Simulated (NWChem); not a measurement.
A series in which one site is exchanged, each optimised at PBE0/def2-SVP with NWChem, gas phase unless a solvent is named. For some, no frequency run checked for a minimum. def2 effective core potentials on Y, Sb; no spin-orbit coupling.

A: [Cl][Sc]([F])[F] (ScClF2; site = Sc)
B: FB(F)Cl (BClF₂; site = B)
C: [F][Y]([F])[Cl] (YClF$_{2}$; site = Y)
D: [F][Sb]([F])[Cl] (SbClF₂; site = Sb)

**Question.** Rank them by lowest singlet excitation, CAM-B3LYP/def2-SVPD, TDA (eV), lowest first.

**Answer.** A (5.12), C (5.36), D (6.31), B (7.88)
